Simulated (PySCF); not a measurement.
C4H10OSi, SMILES C1[C@@](C)([SiH3])OC1.

Geometry optimised at PBE-D3(BJ)/def2-SVP. The structure was generated by enumeration; whether it is a known compound was not checked.

Computed with PBE-D3(BJ)/def2-SVP run with PySCF.

Frequencies are harmonic and unscaled.

**Question.** List the normal modes with their intensities. (An estimate is asked for; the answer gives what the named calculation found.)

**Answer.** 
| mode | ν (cm⁻¹) | IR (km/mol) | moving atoms (share of kinetic energy) |
|---|---|---|---|
| 1 | 107 | 0.4 | H 42 %, C 42 %, Si 10 % |
| 2 | 158 | 1.1 | H 76 %, C 10 %, O 10 % |
| 3 | 202 | 2.0 | H 63 %, O 20 %, C 12 % |
| 4 | 204 | 0.3 | C 44 %, H 38 %, Si 13 % |
| 5 | 231 | 1.2 | H 78 %, C 11 %, O 10 % |
| 6 | 331 | 2.1 | H 39 %, C 36 %, Si 21 % |
| 7 | 342 | 3.7 | H 29 %, O 29 %, C 25 %, Si 17 % |
| 8 | 516 | 6.3 | C 43 %, H 34 %, Si 15 % |
| 9 | 605 | 31.9 | H 75 %, Si 13 % |
| 10 | 618 | 17.3 | H 69 %, C 16 %, Si 14 % |
| 11 | 717 | 0.1 | H 57 %, C 35 % |
| 12 | 802 | 6.3 | H 63 %, C 33 % |
| 13 | 840 | 39.7 | O 48 %, H 29 %, C 22 % |
| 14 | 876 | 177.9 | H 84 %, C 8 % |
| 15 | 882 | 32.6 | C 49 %, H 45 % |
| 16 | 908 | 29.3 | H 95 % |
| 17 | 913 | 33.5 | H 96 % |
| 18 | 958 | 1.0 | H 74 %, C 25 % |
| 19 | 972 | 4.8 | C 57 %, H 38 % |
| 20 | 1008 | 97.9 | C 51 %, O 41 % |
| 21 | 1061 | 9.3 | C 56 %, H 36 % |
| 22 | 1120 | 1.4 | H 69 %, C 25 % |
| 23 | 1153 | 1.9 | H 66 %, C 34 % |
| 24 | 1159 | 1.1 | C 59 %, H 41 % |
| 25 | 1188 | 4.9 | H 53 %, C 46 % |
| 26 | 1216 | 5.5 | H 53 %, C 46 % |
| 27 | 1297 | 0.8 | H 69 %, C 29 % |
| 28 | 1331 | 7.8 | H 73 %, C 27 % |
| 29 | 1396 | 5.7 | H 96 % |
| 30 | 1408 | 7.7 | H 93 % |
| 31 | 1418 | 2.5 | H 93 % |
| 32 | 1455 | 0.8 | H 90 %, C 10 % |
| 33 | 2141 | 99.5 | H 97 % |
| 34 | 2167 | 80.7 | H 97 % |
| 35 | 2178 | 99.5 | H 96 % |
| 36 | 2937 | 79.9 | H 95 % |
| 37 | 2958 | 15.1 | H 97 % |
| 38 | 2992 | 25.0 | H 91 %, C 9 % |
| 39 | 2999 | 33.6 | H 93 % |
| 40 | 3049 | 13.9 | H 91 %, C 9 % |
| 41 | 3060 | 16.3 | H 90 %, C 10 % |
| 42 | 3062 | 8.1 | H 90 %, C 10 % |
